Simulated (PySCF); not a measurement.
# Electric field gradients and quadrupole coupling constants

C7H13FO2.
Structure used (GFN2-xTB), in Å, numbered top down from 1:
```
atom  x, y, z in Å
C1     2.474    0.014   -0.857
C2     1.836    0.989    0.124
O3     0.816    0.364    0.908
C4    -0.389    0.226    0.272
O5    -1.039    1.385   -0.060
C6    -1.140    2.355    0.969
C7    -0.919   -0.968   -0.006
C8    -2.276   -1.127   -0.621
C9    -0.144   -2.228    0.235
F10    0.282   -2.770   -0.967
H11    3.236    0.526   -1.437
H12    2.932   -0.814   -0.323
H13    1.722   -0.385   -1.534
H14    2.571    1.346    0.850
H15    1.418    1.846   -0.417
H16   -1.476    3.272    0.489
H17   -0.181    2.524    1.464
H18   -1.874    2.039    1.717
H19   -2.732   -0.158   -0.791
H20   -2.188   -1.649   -1.572
H21   -2.917   -1.721    0.030
H22    0.752   -2.044    0.832
H23   -0.770   -2.995    0.703
```

Field gradients from the PBE0/pcSseg-1 density (PySCF, non-relativistic), principal values in atomic units, ordered |Vxx| ≤ |Vyy| ≤ |Vzz|:

```json
{"atom": "O3", "Vxx": "-0.0568", "Vyy": "-1.8683", "Vzz": "1.9252"}
{"atom": "O5", "Vxx": "-0.1321", "Vyy": "-1.8122", "Vzz": "1.9443"}
```

Find the asymmetry η = (Vxx − Vyy)/Vzz and the couplings χ = eQV/h (234.96 MHz × Q in barn × V in au), with Q(17O) = −0.0256 b.

| atom | environment | nucleus | η | χzz (MHz) | χxx (MHz) | χyy (MHz) |
| --- | --- | --- | --- | --- | --- | --- |
| O3 | ether oxygen | 17O | 0.94 | -11.58 | 0.34 | 11.24 |
| O5 | ether oxygen | 17O | 0.86 | -11.70 | 0.79 | 10.90 |

At O3 η is above 0.9: Vyy and Vzz are nearly equal in size and opposite in sign, so a small change could swap them and flip the sign of χzz. The tensor is traceless: Vxx + Vyy + Vzz = 0.

What is Vzz at O3 in SI units (1 au = 9.71736 × 10²¹ V/m²)?

1.9252 au = 18.708 × 10²¹ V/m².

And the gradient at the other heavy atoms, for which no coupling is worked out here?

```tsv
atom	environment	Vzz (au)	η
C1	methyl carbon	0.070	0.54
C2	sp3 carbon bound to oxygen	0.448	0.13
C4	vinylic carbon bearing oxygen	0.299	0.74
C6	methoxy carbon	0.446	0.05
C7	fully substituted alkene carbon	0.109	0.56
C8	allylic carbon	0.088	0.65
C9	sp3 C–F carbon	0.545	0.21
F10	alkyl fluorine	3.040	0.03
```

What couplings would deuterons (Q(2H) = 0.00286 b) have in place of the hydrogens, at this geometry?

```csv
atom,bonded to,bond length (Å),Vzz (au),η,χzz (kHz)
H11,C1,1.087,0.3180,0.03,214
H12,C1,1.087,0.3152,0.02,212
H13,C1,1.088,0.3088,0.03,208
H14,C2,1.093,0.2946,0.06,198
H15,C2,1.096,0.2847,0.08,191
H16,C6,1.088,0.3054,0.07,205
H17,C6,1.092,0.2945,0.09,198
H18,C6,1.094,0.2932,0.08,197
H19,C8,1.085,0.3155,0.01,212
H20,C8,1.089,0.3111,0.02,209
H21,C8,1.090,0.3119,0.03,210
H22,C9,1.092,0.2899,0.07,195
H23,C9,1.095,0.2896,0.06,195
```

Geometry: GFN2-xTB, one conformer, isolated molecule. GFN2-xTB bond lengths can be off by several hundredths of an ångström, more for odd bonds, and the gradients follow them. The basis is small and wasn't made for field gradients, so the couplings can be 20 % off.

The run behind these numbers computed NMR shieldings as well. On an Arm Neoverse N1 with one thread, shared host, this took 1.7 min wall and 1.1 GiB of memory at its peak.
